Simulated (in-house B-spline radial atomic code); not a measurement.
## Response and correlation of Ag⁻

Closed shell [Kr] 4d10 5s2. Computed with an all-electron radial atomic-structure program (B-spline basis): Dirac-Hartree-Fock, relativistic RPA (time-dependent Dirac-Hartree-Fock) for the response and second-order many-body perturbation theory for correlation, no-pair Dirac-Coulomb Hamiltonian, finite nucleus, speed of light scaled by 100 (non-relativistic limit).

Command:
```bash
python run_mb.py task.json out
```
Settings (nuclear radius in fm, box in bohr, cutoff in hartree):
```
basis_form          2
Z                   47
core_configuration  [Kr] 4d10 5s2
rms_radius          4.5454
mass_number         107
speed_of_light      13703.59991
box_radius          67.716
lmax                7
intervals           69
virtual_cutoff      55225.0
```

Cost of the run: 13 s on 1 thread of Intel(R) Xeon(R) Platinum 8559C, with other jobs on the host.

| multipole (bohr³, bohr⁵, bohr⁷) | uncoupled | coupled RPA |
| --- | --- | --- |
| dipole | 326.81 | 707.08 |
| quadrupole | 19331 | ? |
| octupole | 3.2118e+06 | 7.1892e+06 |

What is the coupled quadrupole polarisability?

48499 atomic units, +151 % against the uncoupled value.

Which subshells carry the dipole polarisability?

5s1/2 101.3 %, 4d5/2 -0.8 %, 4d3/2 -0.5 %.

What does the dipole shielding factor come to?

The dipole shielding factor is 1.021, against the exact N/Z = 48/47 = 1.021 of the non-relativistic theorem.

Dipole polarisability at imaginary frequency:

```csv
u (Eh),α(iu) (bohr³)
0,707.1
0.00707,682.1
0.0177,582.8
0.0354,406.9
0.053,286.1
0.0707,208.4
0.106,123.5
0.141,82.22
0.177,58.8
0.247,36
0.354,21.64
0.53,12.72
0.707,8.91
1.06,5.479
1.77,2.89
3.54,1.071
```

What dispersion coefficients follow for two such ions (the dispersion part alone)?

C6 = (3/π)∫α(iu)²du = 16260 hartree·bohr⁶ and C8 = 5.494e+06 hartree·bohr⁸.

Lowest J = 1 odd-parity excitations:

```
energy (eV)  oscillator strength  leading channel  weight
 2.5429e-06             1.41e-24     5s1/2 → p3/2   0.531
```

For an outer ns² shell RPA puts the lowest triplet far too low, and second order misses the ns²-np² near-degeneracy.

Second-order correlation energy by the highest angular momentum of the excited pair (hartree): s -0.02537, p -0.2407, d -0.7433, f -1.039, g -0.3349, h -0.1463, i -0.06676, k -0.03418.

What is the second-order correlation energy at the partial-wave limit?

The listed waves sum to -2.6309 hartree; extrapolating the increments as (l + 1/2)⁻⁴ gives -2.7007 hartree, -1.53 eV per electron.
